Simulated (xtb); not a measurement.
Input file for xtb: GFN2-xTB on BH3O2Se (SMILES OB(O)[SeH]), a point of a torsion scan.

```
$ xtb mol.xyz --gfn 2 --opt vtight --chrg 0 --uhf 0 --input xcontrol
7

O     -1.23964110    -1.10383804     0.01392657
B     -0.30259777    -0.13894843     0.58466072
O     -0.63854322     1.27853025     0.50522648
Se     1.63338840    -0.72146540     0.64556859
H     -1.48330199    -0.91102416    -0.91620647
H     -0.43521503     1.59376301    -0.40512643
H      2.16167988    -0.74467190     2.09157822
$constrain
  force constant=1.0
  dihedral: 1,2,4,7,240.0
$end
```

Output:

```
[...]
           -------------------------------------------------
          |                Calculation Setup                |
           -------------------------------------------------



           -------------------------------------------------
          |                 G F N 2 - x T B                 |
           -------------------------------------------------

        Reference                      10.1021/acs.jctc.8b01176
      * Hamiltonian:
        H0-scaling (s, p, d)           1.850000    2.230000    2.230000
        zeta-weighting                 0.500000
      * Dispersion:
        s8                             2.700000
        a1                             0.520000
        a2                             5.000000
        s9                             5.000000
      * Repulsion:
        kExp                           1.500000    1.000000
        rExp                           1.000000
      * Coulomb:
        alpha                          2.000000
        third order                    shell-resolved
        anisotropic                    true
        a3                             3.000000
        a5                             4.000000
        cn-shift                       1.200000
        cn-exp                         4.000000
        max-rad                        5.000000


          ...................................................
          :                      SETUP                      :
          :.................................................:
          :  # basis functions                  25          :
          :  # atomic orbitals                  24          :
          :  # shells                           12          :
          :  # electrons                        24          :
          :  max. iterations                   250          :
          :  Hamiltonian                  GFN2-xTB          :
          :  restarted?                      false          :
          :  GBSA solvation                  false          :
          :  PC potential                    false          :
          :  electronic temp.          300.0000000     K    :
          :  accuracy                    1.0000000          :
          :  -> integral cutoff          0.2500000E+02      :
          :  -> integral neglect         0.1000000E-07      :
          :  -> SCF convergence          0.1000000E-05 Eh   :
          :  -> wf. convergence          0.1000000E-03 e    :
          :  Broyden damping             0.4000000          :
          :  net charge                          0          :
          :  unpaired electrons                  0          :
          ...................................................

 iter      E             dE          RMSdq      gap      omega  full diag
   1    -13.8860874 -0.138861E+02  0.946E+00    4.42       0.0  T
   2    -14.0398829 -0.153796E+00  0.839E+00    1.41       1.0  T
   3    -14.1395780 -0.996951E-01  0.427E+00    2.78       1.0  T
   4    -14.1222677  0.173103E-01  0.308E+00    1.96       1.0  T
   5    -14.1500445 -0.277768E-01  0.655E-01    2.40       1.0  T
   6    -14.1507576 -0.713098E-03  0.242E-01    2.54       1.0  T
   7    -14.1508526 -0.950253E-04  0.701E-02    2.50       1.0  T
   8    -14.1508560 -0.341518E-05  0.289E-02    2.51       1.3  T
   9    -14.1508550  0.104465E-05  0.341E-02    2.50       1.1  T
  10    -14.1508586 -0.359545E-05  0.353E-03    2.51      10.7  T
  11    -14.1508586  0.131706E-07  0.300E-03    2.51      12.6  T
  12    -14.1508586 -0.199592E-07  0.409E-04    2.51      92.4  T
  13    -14.1508586 -0.284484E-09  0.114E-04    2.51     332.1  T

   *** convergence criteria satisfied after 13 iterations ***

         #    Occupation            Energy/Eh            Energy/eV
      -------------------------------------------------------------
         1        2.0000           -0.7455209             -20.2867
       ...           ...                  ...                  ...
         6        2.0000           -0.5517337             -15.0134
         7        2.0000           -0.5177690             -14.0892
         8        2.0000           -0.5063308             -13.7780
         9        2.0000           -0.4699116             -12.7869
        10        2.0000           -0.4671818             -12.7127
        11        2.0000           -0.4287035             -11.6656
        12        2.0000           -0.3844041             -10.4602 (HOMO)
        13                         -0.2921742              -7.9505 (LUMO)
        14                         -0.1993308              -5.4241
        15                         -0.1298577              -3.5336
        16                         -0.0159579              -0.4342
        17                          0.0003078               0.0084
       ...                                ...                  ...
        24                          0.7337640              19.9667
      -------------------------------------------------------------
                  HL-Ga
[...]
------------------------------------------------
                  HL-Gap            0.1661064 Eh            4.5200 eV
             Fermi-level           -0.2842944 Eh           -7.7360 eV

 SCC (total)                   0 d,  0 h,  0 min,  0.002 sec
 SCC setup                      ...        0 min,  0.000 sec (  1.776%)
 Dispersion                     ...        0 min,  0.000 sec (  0.577%)
 classical contributions        ...        0 min,  0.000 sec (  0.247%)
 integral evaluation            ...        0 min,  0.001 sec ( 26.690%)
 iterations                     ...        0 min,  0.000 sec ( 19.892%)
 molecular gradient             ...        0 min,  0.001 sec ( 48.191%)
 printout                       ...        0 min,  0.000 sec (  2.417%)

         :::::::::::::::::::::::::::::::::::::::::::::::::::::
         ::                     SUMMARY                     ::
         :::::::::::::::::::::::::::::::::::::::::::::::::::::
         :: total energy             -14.162134016105 Eh    ::
         :: gradient norm              0.000039776377 Eh/a0 ::
         :: HOMO-LUMO gap              4.519984693477 eV    ::
         ::.................................................::
         :: SCC energy               -14.240214570670 Eh    ::
         :: -> isotropic ES            0.082625794963 Eh    ::
         :: -> anisotropic ES         -0.001377485947 Eh    ::
         :: -> anisotropic XC         -0.000714469766 Eh    ::
         :: -> dispersion             -0.003027338813 Eh    ::
         :: repulsion energy           0.078043305579 Eh    ::
         :: add. restraining           0.000037248986 Eh    ::
         :: total charge              -0.000000000000 e     ::
         :::::::::::::::::::::::::::::::::::::::::::::::::::::

           -------------------------------------------------
          |                Property Printout                |
           -------------------------------------------------

    * Orbital Energies and Occupations

         #    Occupation            Energy/Eh            Energy/eV
      -------------------------------------------------------------
         1        2.0000           -0.7277393             -19.8028
         2        2.0000           -0.7249028             -19.7256
         3        2.0000           -0.7215302             -19.6338
         4        2.0000           -0.6256797             -17.0256
         5        2.0000           -0.6172731             -16.7969
         6        2.0000           -0.5641040             -15.3501
         7        2.0000           -0.5453773             -14.8405
         8        2.0000           -0.4967889             -13.5183
         9        2.0000           -0.4925974             -13.4043
        10        2.0000           -0.4626559             -12.5895
        11        2.0000           -0.4231954             -11.5157
        12        2.0000           -0.3673476              -9.9960 (HOMO)
        13                         -0.2012412              -5.4761 (LUMO)
        14                         -0.1612617              -4.3882
        15                         -0.0828745              -2.2551
        16                          0.0053179               0.1447
        17                          0.0242783               0.6606
        18                          0.0865774               2.3559
        19                          0.1067424               2.9046
        20                          0.1598640               4.3501
        21                          0.3256620               8.8617
        22                          0.4506641              12.2632
        23                          0.6677207              18.1696
        24                          0.9453883              25.7253
      -------------------------------------------------------------
                  HL-Gap            0.1661064 Eh            4.5200 eV
             Fermi-level           -0.2842944 Eh           -7.7360 eV

     #   Z          covCN         q      C6AA      α(0)
     1   8 O        1.601    -0.459    22.064     6.339
     2   5 B        2.471     0.504    16.626     7.219
     3   8 O        1.601    -0.465    22.177     6.356
     4  34 Se       1.835    -0.359   248.056    27.445
     5   1 H        0.806     0.305     0.706     1.319
     6   1 H        0.806     0.304     0.708     1.321
     7   1 H        0.926     0.169     1.270     1.762

 Mol. C6AA /au·bohr⁶  :       1012.758872
 Mol. C8AA /au·bohr⁸  :      43879.858878
 Mol. α(0) /au        :         51.761693


Wiberg/Mayer (AO) data.
largest (>0.10) Wiberg bond orders for each atom

 ---------------------------------------------------------------------------
     #   Z sym  total        # sym  WBO       # sym  WBO       # sym  WBO
 ---------------------------------------------------------------------------
     1   8 O    2.190 --     2 B    1.220     5 H    0.876
     2   5 B    3.371 --     1 O    1.220     3 O    1.212     4 Se   0.912
     3   8 O    2.180 --     2 B    1.212     6 H    0.876
     4  34 Se   1.946 --     7 H    0.947     2 B    0.912
     5   1 H    0.907 --     1 O    0.876
     6   1 H    0.907 --     3 O    0.876
     7   1 H    0.971 --     4 Se   0.947
 ---------------------------------------------------------------------------

Topologies differ in total number of bonds
Writing topology from bond orders to xtbtopo.mol

molecular dipole:
                 x           y           z       tot (Debye)
 q only:       -1.277       0.744      -0.019
   full:       -2.243       1.205      -0.397       6.551
molecular quadrupole (traceless):
                xx          xy          yy          xz          yz          zz
 q only:        0.739       0.312      -3.147       1.793      -0.025       2.407
  q+dip:       -1.513       2.683      -3.082      -0.575       1.235       4.595
   full:       -1.141       1.828      -4.133      -0.135       1.432       5.274

           -------------------------------------------------
          |                Geometry Summary                 |
           -------------------------------------------------

      molecular mass/u    :      124.7930487
   center of mass at/Å    :        0.9494302      -0.6320471       0.4982535
  moments of inertia/u·Å² :        0.5163709E+02   0.1808174E+03   0.2295808E+03
rotational constants/cm⁻¹ :        0.3264637E+00   0.9323012E-01   0.7342789E-01

 * 6 selected distances

     #   Z          #   Z                                           value/Å
     1   8 O        2   5 B                                       1.3356070
     2   5 B        3   8 O                                       1.3382204
     2   5 B        4  34 Se                                      1.9758123 (max)
     1   8 O        5   1 H                                       0.9578520 (min)
     3   8 O        6   1 H                                       0.9579369
     4  34 Se       7   1 H                                       1.4338607

 * 4 distinct bonds (by element types)

   Z      Z             #   av. dist./Å        max./Å        min./Å
   1 H    8 O           2     0.9578945     0.9579369     0.9578520
   5 B    8 O           2     1.3369137     1.3382204     1.3356070
   1 H   34 Se          1     1.4338607     1.4338607     1.4338607
   5 B   34 Se          1     1.9758123     1.9758123     1.9758123


optimized geometry written to: xtbopt.xyz


           -------------------------------------------------
          | TOTAL ENERGY              -14.162134016105 Eh   |
          | GRADIENT NORM               0.000039776377 Eh/α |
          | HOMO-LUMO GAP               4.519984693477 eV   |
           -------------------------------------------------

------------------------------------------------------------------------
------------------------------------------------------------------------
 total:
 SCF:
Note: The following floating-point exceptions are signalling: IEEE_UNDERFLOW_FLAG IEEE_DENORMAL
normal termination of xtb
 ANC optimizer:
```

The run finished.

Warnings raised: the energy holds the restraint's term.

Cost: very roughly 0.12 core-seconds.
